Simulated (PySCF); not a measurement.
PySCF job for FGeH₅SSi, SMILES [GeH3][S][SiH2]F, PBE-D3(BJ)/def2-SVP. Geometry: PBE-D3(BJ)/def2-SVP. This is a generated structure with no PubChem entry under its InChIKey; it may be hypothetical. The values are those of a single conformer.

```python
import numpy as np
from pyscf import gto, scf, dft, df
from pyscf.hessian import thermo

mol = gto.M(
    atom='''
    Si    1.87260769    0.04029058   -0.15134613
    F     1.62120790   -0.33294847   -1.73074275
    S     0.21529565    1.13483680    0.63597820
    Ge   -1.38180037   -0.41227579    0.20654768
    H     2.07357050   -1.26671753    0.55510811
    H     3.06345490    0.94172833   -0.04041355
    H    -2.46625304   -0.20736892    1.29032141
    H    -1.96392368   -0.17980388   -1.20763139
    H    -0.74134582   -1.81993304    0.31296888
    ''',
    basis='def2-SVP',
    charge=0,
    spin=0,
    max_memory=1600,
    verbose=3,
)
mf = dft.RKS(mol, xc='pbe').density_fit(auxbasis='def2-universal-jkfit')
mf.disp = 'd3bj'
mf.grids.level = 3
mf.conv_tol = 1e-11
mf.max_cycle = 100
mf.kernel()

# [left out here: the lines that compute and print the analytic Hessian (its translational invariance restored by hand, since the grid's response is missing), thermochemistry and intensities]
```

It prints:

```
converged SCF energy = -2866.33621044886

WARN: DFTD3 does not support analytical Hessian, using finite difference


WARN: Mole.unit (angstrom) is changed to Bohr

Mode                                 0                   1                   2
Irrep
Freq [cm^-1]                       35.6877             82.5352            119.9270
Reduced mass [au]                   8.2600              1.0520              4.3228
Force const [Dyne/A]                0.0062              0.0042              0.0366
Char temp [K]                      51.3466            118.7497            172.5483
Normal mode                   x     y     z       x     y     z       x     y     z
       0  Si                 0.01 -0.03 -0.00   -0.01 -0.00  0.01    0.08  0.07 -0.03
       1   F                 0.15  0.08 -0.05    0.01 -0.02  0.02    0.05 -0.06  0.01
       2   S                -0.00 -0.01 -0.06   -0.01  0.02 -0.02    0.01 -0.06  0.02
       3  Ge                -0.04 -0.00  0.04    0.00  0.00 -0.00   -0.05  0.01  0.00
       4   H                -0.12 -0.09 -0.06   -0.02  0.01  0.03    0.28  0.14  0.03
       5   H                 0.03 -0.09  0.17   -0.00 -0.01  0.01   -0.03  0.23 -0.14
       6   H                 0.01  0.03  0.07    0.25 -0.40  0.32   -0.01  0.03  0.04
       7   H                -0.09 -0.03  0.05   -0.37  0.34  0.21   -0.07  0.08  0.02
       8   H                -0.04 -0.00  0.04    0.15  0.03 -0.55   -0.12 -0.03 -0.05
Mode                                 3                   4                   5
Irrep
Freq [cm^-1]                      240.7716            373.8436            499.5059
Reduced mass [au]                  12.6305             14.4835              3.5596
Force const [Dyne/A]                0.4314              1.1926              0.5233
Char temp [K]                     346.4168            537.8777            718.6778
Normal mode                   x     y     z       x     y     z       x     y     z
       0  Si                -0.08  0.01 -0.05    0.01  0.00 -0.01    0.10 -0.06 -0.02
       1   F                 0.11 -0.09 -0.06    0.01 -0.01 -0.01   -0.01  0.00 -0.03
       2   S                -0.04  0.02  0.08    0.08  0.11  0.04   -0.09  0.04  0.03
       3  Ge                 0.02  0.01  0.00   -0.04 -0.04 -0.01   -0.00  0.01  0.00
       4   H                -0.12  0.03 -0.01   -0.10 -0.02 -0.01    0.15 -0.06 -0.03
       5   H                -0.09  0.03 -0.03    0.11 -0.12 -0.03    0.08 -0.03 -0.07
       6   H                -0.04 -0.05 -0.04   -0.04 -0.05 -0.01   -0.13 -0.28 -0.07
       7   H                 0.07  0.02 -0.02    0.01 -0.01 -0.03    0.04 -0.17 -0.04
       8   H                 0.05  0.02 -0.01    0.03 -0.00 -0.00    0.26  0.13  0.02
Mode                                 6                   7                   8
Irrep
Freq [cm^-1]                      544.4646            552.2618            604.7861
Reduced mass [au]                   1.2411              1.1411              1.3313
Force const [Dyne/A]                0.2168              0.2051              0.2869
Char temp [K]                     783.3633            794.5818            870.1526
Normal mode                   x     y     z       x     y     z       x     y     z
       0  Si                -0.04 -0.01  0.01   -0.03  0.00  0.01   -0.02 -0.07  0.01
       1   F                 0.01  0.02  0.01    0.01  0.00  0.00    0.01  0.02 -0.02
       2   S                 0.05 -0.01 -0.03    0.04 -0.02  0.01   -0.01  0.05  0.01
       3  Ge                -0.01  0.00  0.01   -0.01  0.01 -0.02    0.01 -0.01 -0.01
       4   H                 0.28  0.02 -0.01    0.11  0.02 -0.01    0.54 -0.00 -0.03
       5   H                -0.25  0.27 -0.01   -0.12  0.12  0.01   -0.30  0.34 -0.13
       6   H                -0.33 -0.42 -0.24    0.20 -0.07  0.21    0.15  0.25  0.09
       7   H                 0.36  0.11 -0.12   -0.35 -0.56  0.04   -0.14  0.05  0.06
       8   H                 0.25  0.11 -0.12    0.43  0.23  0.26   -0.30 -0.14  0.02
Mode                                 9                  10                  11
Irrep
Freq [cm^-1]                      709.9270            795.8419            830.8259
Reduced mass [au]                   1.0883              1.0537              2.4634
Force const [Dyne/A]                0.3232              0.3932              1.0019
Char temp [K]                    1021.4269           1145.0394           1195.3735
Normal mode                   x     y     z       x     y     z       x     y     z
       0  Si                -0.02 -0.02  0.01   -0.00  0.00  0.02   -0.02 -0.01 -0.07
       1   F                 0.02  0.04  0.00    0.00 -0.01 -0.02    0.03  0.02  0.15
       2   S                 0.00 -0.01 -0.00   -0.01 -0.00 -0.00   -0.00  0.00 -0.00
       3  Ge                -0.00  0.00 -0.00   -0.01 -0.01 -0.00    0.00 -0.00  0.00
       4   H                -0.05  0.26  0.54    0.16 -0.05 -0.11    0.06 -0.20 -0.43
       5   H                 0.14 -0.14 -0.71    0.08 -0.09 -0.06    0.06 -0.09 -0.31
       6   H                 0.01 -0.02  0.01    0.27  0.45  0.17   -0.04  0.09 -0.06
       7   H                 0.03 -0.02 -0.01    0.33  0.38 -0.06   -0.03 -0.08 -0.01
       8   H                 0.02  0.01 -0.00    0.52  0.25  0.03    0.03  0.00 -0.14
Mode                                12                  13                  14
Irrep
Freq [cm^-1]                      836.5919            848.9058            888.2871
Reduced mass [au]                   1.0337              1.0197              1.3192
Force const [Dyne/A]                0.4263              0.4329              0.6133
Char temp [K]                    1203.6695           1221.3864           1278.0474
Normal mode                   x     y     z       x     y     z       x     y     z
       0  Si                 0.01 -0.00  0.01   -0.00 -0.00 -0.00   -0.03  0.04  0.06
       1   F                -0.01 -0.00 -0.02    0.00  0.00  0.00    0.00 -0.02 -0.06
       2   S                 0.00  0.00  0.00    0.00 -0.00 -0.00    0.00 -0.00 -0.01
       3  Ge                 0.00 -0.00  0.01    0.01 -0.01 -0.00    0.00  0.00  0.00
       4   H                -0.04  0.06  0.13    0.00 -0.00  0.00    0.50 -0.07 -0.26
       5   H                -0.05  0.06  0.08    0.00 -0.00 -0.04    0.36 -0.44 -0.13
       6   H                -0.21  0.47 -0.30   -0.36  0.10 -0.36   -0.11 -0.10 -0.09
       7   H                -0.16 -0.30 -0.00   -0.53  0.43  0.28   -0.10 -0.14  0.02
       8   H                 0.19  0.04 -0.65    0.19  0.13  0.34   -0.11 -0.05 -0.08
Mode                                15                  16                  17
Irrep
Freq [cm^-1]                      919.5686           2080.8769           2103.7941
Reduced mass [au]                   1.2968              1.0139              1.0227
Force const [Dyne/A]                0.6461              2.5867              2.6668
Char temp [K]                    1323.0545           2993.9185           3026.8913
Normal mode                   x     y     z       x     y     z       x     y     z
       0  Si                 0.02  0.01  0.07    0.00  0.00 -0.00    0.00  0.00  0.00
       1   F                -0.00 -0.02 -0.05    0.00  0.00  0.00   -0.00  0.00 -0.00
       2   S                 0.00 -0.00 -0.00   -0.00 -0.00  0.00    0.00 -0.00  0.00
       3  Ge                 0.00  0.00  0.00    0.00 -0.01  0.00    0.01 -0.01  0.01
       4   H                -0.41 -0.30 -0.39    0.00 -0.02  0.02    0.00 -0.01  0.01
       5   H                -0.14  0.29 -0.50   -0.00  0.00  0.00   -0.01 -0.00 -0.00
       6   H                -0.02 -0.01 -0.01    0.24 -0.06 -0.24   -0.23  0.03  0.26
       7   H                -0.02 -0.04  0.00    0.12 -0.07  0.29   -0.29  0.12 -0.76
       8   H                -0.02 -0.01 -0.02   -0.37  0.79 -0.06   -0.18  0.39 -0.02
Mode                                18                  19                  20
Irrep
Freq [cm^-1]                     2110.5441           2182.7469           2202.8296
Reduced mass [au]                   1.0250              1.0322              1.0511
Force const [Dyne/A]                2.6901              2.8976              3.0050
Char temp [K]                    3036.6030           3140.4867           3169.3813
Normal mode                   x     y     z       x     y     z       x     y     z
       0  Si                 0.00  0.00 -0.00   -0.01  0.02 -0.02    0.02  0.03 -0.00
       1   F                 0.00  0.00  0.00   -0.00  0.00 -0.00    0.00  0.00 -0.00
       2   S                 0.00 -0.00 -0.00   -0.00 -0.00  0.00    0.00  0.00 -0.00
       3  Ge                 0.01 -0.00 -0.01   -0.00  0.00 -0.00   -0.00  0.00 -0.00
       4   H                 0.00 -0.00  0.00    0.11 -0.79  0.43    0.06 -0.31  0.17
       5   H                -0.00 -0.00 -0.00    0.29  0.23  0.03   -0.72 -0.55 -0.07
       6   H                -0.60  0.12  0.60   -0.00 -0.00  0.00    0.00 -0.00 -0.00
       7   H                 0.18 -0.08  0.40   -0.00 -0.00  0.00    0.00 -0.00  0.00
       8   H                -0.07  0.16 -0.04    0.01 -0.03  0.00    0.01 -0.01  0.00
temperature 298.1500 [K]
pressure 101325.00 [Pa]
Rotational constants [GHz] 4.54130 1.41161 1.16704
Symmetry number 1
Zero-point energy (ZPE) 0.04457 [Eh]   117021.836 [J/mol]
                           tot       elec      trans        rot        vib
Entropy [J/mol/K]       368.214      0.000    171.791    117.796     78.627
Cv [J/mol/K]            100.256      0.000     12.472     12.472     75.312
Cp [J/mol/K]            108.570      0.000     20.786     12.472     75.312
Internal energy [J/mol]                      3718.434   3718.434 128652.669
Internal energy [Eh]   -2866.28438  -2866.33621
Enthalpy [J/mol]                             6197.391   3718.434 128652.669
Enthalpy [Eh]          -2866.28343
Gibbs free energy [J/mol]                  -45022.072 -31402.474 105210.039
Gibbs free energy [Eh] -2866.32525
mode   freq/cm-1   IR/(km/mol)
   1       35.69         2.018
   2       82.54         0.085
   3      119.93         0.845
   4      240.77         6.154
   5      373.84        28.358
   6      499.51        46.715
   7      544.46        40.284
   8      552.26        21.133
   9      604.79        23.928
  10      709.93        16.443
  11      795.84       245.097
  12      830.83         8.776
  13      836.59        40.992
  14      848.91        30.723
  15      888.29       229.930
  16      919.57       106.648
  17     2080.88        48.530
  18     2103.79        86.651
  19     2110.54        88.552
  20     2182.75        82.098
  21     2202.83       114.005
max |gradient| / (hartree/bohr): 9.988093973923445e-05
APT charges: [ 1.381  -0.569  -0.6504  1.0114 -0.2557 -0.2467 -0.2221 -0.2272 -0.2212]
```

The run converged.
